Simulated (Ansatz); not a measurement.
Consider the cleavage of the Al–Ge bond: `O=[CH][GeH2][AlH2]` + H–F → `[F][AlH2]` + `O=[CH][GeH3]`.

Calculated with Ansatz (gas phase, PBE0-D4/def2-TZVP geometries, no zero-point term in ΔE). CBS: MP2 limit from def2 TZ/QZ plus the TZ coupled-cluster correction, frozen cores. This one scheme is used for every species. DFT in def2-TZVPP. For Ge outer-core shells are correlated without core-valence functions, which leaves a few kJ/mol of doubt a bond. Scalar relativity is left out up to krypton. Each species was taken in one conformer, which may not be the lowest.

CCSD(T)/CBS gives -1.60 eV.

**Question.** Another level gave -1.60 eV. Which?
A. r2SCANh-D4/def2-TZVPP
B. SCS-MP2/def2-TZVPP
C. CCSD/def2-TZVPP
D. PBE0/def2-TZVPP

**Answer.** A. r2SCANh-D4 -1.60, CCSD/def2-TZVPP -1.65, PBE0 -1.50, SCS-MP2/def2-TZVPP -1.73 eV.

Largest T1 diagnostic among the species: 0.015.

From PBE to PBE0 (25 % exact exchange), in def2-TZVPP and without D4, ΔE moves by −0.03 eV. Leaving LDA and LC-ωPBE aside and taking each functional with its dispersion term where it has one, the values, not all of them listed here, spread over 0.32 eV, from CAM-B3LYP-D4 to revPBE-D4.
